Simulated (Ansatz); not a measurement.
Basis-set extrapolation for CH$_{5}$ClN$_{2}$Si (`N[Si]1(Cl)CN1`) (PBE0-D4/def2-TZVP geometry, frozen core, Ansatz 0.2.0). Multiplicity 1, RHF reference.

```tsv
	def2-TZVPP	def2-QZVPP
HF	-898.258012	-898.287542
MP2 correlation	-0.891720	-0.961920
CCSD(T) correlation	-0.971029	not run
```

Energies in hartree. Use E(X) = E(∞) + A·exp(−7.88·√X) for Hartree–Fock and E(X) = E(∞) + B·X^(−2.97) for correlation, with X = 3 and 4, and add CCSD(T) minus MP2 of the smaller set to the MP2 limit.

What is the CCSD(T) energy at the basis-set limit?

HF limit: -898.287542 + (-0.029530) × 0.13774 = -898.29161. MP2 limit: -0.961920 + (-0.070200) × 0.74074 = -1.01392. Higher-order term: -0.971029 − (-0.891720) = -0.07931. Total: -899.38484 hartree, 97.8 kcal/mol below CCSD(T)/def2-TZVPP.
